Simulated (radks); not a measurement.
Excited configurations of the bromine ion Br30+: one electron is placed in a higher orbital outside [He] 2s2. The ground configuration is [He] 2s2 2p1. Method: scalar-relativistic Kohn-Sham, PBEsol, spin-polarised, spherical densities, finite nucleus; open shells are filled with parallel spins first; Fermi nuclear charge, rms radius 4.1629 fm; computed with a radial shooting solver on a logarithmic mesh with Libxc functionals. Excitation = E - E(ground); binding = E(ion) - E, where the ion is the core of charge +31; n* = 31/sqrt(2 binding) in atomic units. These energies are relativistic, and a one-electron ion of charge +31 with no core already has n* below n in this formula (scalar-relativistic equation, point nucleus: 3p 2.989, 4p 3.988, 4d 3.995, 5p 4.987, 5d 4.994, 5f 4.997, 6s 5.977, 6p 5.986, 6f 5.996, 7f 6.995). The quantum defect is therefore taken as that value minus n*, so that it holds no relativistic shift of the bare ion.

| outer orbital | excitation (eV) | binding (eV) | n* | quantum defect | eigenvalue (eV) | <r> (bohr) |
|---|---|---|---|---|---|---|
| 3p | 1973.3 | 1514.7 | 2.938 | 0.051 | -1490.2 | 0.3864 |
| 4p | 2642.2 | 845.80 | 3.932 | 0.056 | -833.15 | 0.7175 |
| 4d | 2656.0 | 831.98 | 3.964 | 0.030 | -818.24 | 0.6649 |
| 5p | 2949.2 | 538.84 | 4.926 | 0.061 | -531.31 | 1.144 |
| 5d | 2956.1 | 531.94 | 4.958 | 0.036 | -524.05 | 1.095 |
| 5f | 2961.2 | 526.87 | 4.982 | 0.015 | -517.90 | 1.008 |
| 6s | 3110.3 | 377.70 | 5.884 | 0.094 | -372.76 | 1.679 |
| 6p | 3115.0 | 373.04 | 5.920 | 0.066 | -368.07 | 1.667 |
| 6f | 3121.5 | 366.54 | 5.973 | 0.023 | -360.90 | 1.536 |
| 7f | 3218.5 | 269.54 | 6.965 | 0.031 | -265.68 | 2.159 |

The Delta-SCF ionisation energy is 3488.0 eV (NIST Atomic Spectra Database: 3523 eV, semi-empirical). Self-interaction in the functional shifts the binding energies and quantum defects, so they are the method's values and not measured ones. Open shells are spherical and high-spin; term and fine-structure splittings are not resolved.
